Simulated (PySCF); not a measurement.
Heteronuclear NMR

Molfile (atoms numbered from 1):
```
C6H7FOSi
     RDKit          3D

 16 15  0  0  0  0  0  0  0  0999 V2000
   -3.8024    0.2095   -0.4876 C   0  0  0  0  0  0  0  0  0  0  0  0
   -2.4636    0.2651    0.0553 C   0  0  0  0  0  0  0  0  0  0  0  0
   -1.3489    0.3113    0.5122 C   0  0  0  0  0  0  0  0  0  0  0  0
    0.3691    0.3612    1.2034 Si  0  0  0  0  0  4  0  0  0  0  0  0
    1.3686   -0.4246   -0.2327 C   0  0  0  0  0  0  0  0  0  0  0  0
    0.7214   -0.8184   -1.3314 F   0  0  0  0  0  0  0  0  0  0  0  0
    2.6991   -0.5933   -0.1681 C   0  0  0  0  0  0  0  0  0  0  0  0
    3.3281   -0.1501    1.0436 C   0  0  0  0  0  0  0  0  0  0  0  0
    2.7113    0.3483    1.9675 O   0  0  0  0  0  0  0  0  0  0  0  0
   -3.9438   -0.7238   -1.0323 H   0  0  0  0  0  0  0  0  0  0  0  0
   -4.5338    0.2642    0.3186 H   0  0  0  0  0  0  0  0  0  0  0  0
   -3.9636    1.0444   -1.1694 H   0  0  0  0  0  0  0  0  0  0  0  0
    0.7439    1.7652    1.3378 H   0  0  0  0  0  0  0  0  0  0  0  0
    0.3973   -0.5390    2.3518 H   0  0  0  0  0  0  0  0  0  0  0  0
    3.2904   -1.0301   -0.9586 H   0  0  0  0  0  0  0  0  0  0  0  0
    4.4193   -0.2810    1.1133 H   0  0  0  0  0  0  0  0  0  0  0  0
  1  2  1  0
  2  3  3  0
  3  4  1  0
  4  5  1  0
  5  6  1  0
  5  7  2  0
  7  8  1  0
  8  9  2  0
  1 10  1  0
  1 11  1  0
  1 12  1  0
  4 13  1  0
  4 14  1  0
  7 15  1  0
  8 16  1  0
M  END
```

- shieldings: GIAO PBE0/pcSseg-1
- geometry: GFN2-xTB
- run in PySCF 2.14.0 with density-fitted response routines
- no solvent model, no relativistic terms, a single conformation, averaged over atoms made equivalent by symmetry, fast rotation or ring inversion

(1) Predict the 19F NMR data.

(2) What are the 29Si shifts?

(3) Where does 17O resonate?

Answers

(1) 
```csv
atoms,environment,σ (ppm),δ (ppm)
F6,vinylic fluorine,218.1,-50.7
```

Shieldings were converted by a linear fit to measured shifts: 19F (scatter 6.0 ppm rms, 7.0 ppm with the 5 outliers that the fit left out vs CFCl3, solution or neat liquid, with a term for F on sp3 carbon). Occasional misses reach two or three times the rms, and more in compound classes unlike the fitted ones.

On a 400 MHz spectrometer 19F resonates near 376.4 MHz, so 1 ppm is 376.4 Hz.

(2) 
```csv
atoms,environment,σ (ppm),δ (ppm)
Si4,"silicon bonded to 2 C, 2 H",439.1,-81.0
```

Shieldings were converted by a linear fit to measured shifts: 29Si: δ = 279.94 − 0.822σ (rms 8.9 ppm, 72 shifts, 25.8 ppm with the 6 outliers that the fit left out vs TMS, solution or neat liquid). Occasional misses reach two or three times the rms, and more in compound classes unlike the fitted ones.

On a 400 MHz spectrometer 29Si resonates near 79.5 MHz, so 1 ppm is 79.5 Hz.

(3) 
```csv
atoms,environment,σ (ppm),δ (ppm)
O9,aldehyde oxygen,-254.3,498.4
```

Shieldings were converted by a linear fit to measured shifts: 17O: δ = 266.70 − 0.911σ (rms 10.7 ppm, 155 shifts, 12.2 ppm with the 3 outliers that the fit left out vs liquid water, solution or neat liquid). A few per cent of atoms miss by over 2 rms, more outside the fitted compound classes.

On a 500 MHz spectrometer 17O resonates near 67.8 MHz, so 1 ppm is 67.8 Hz.
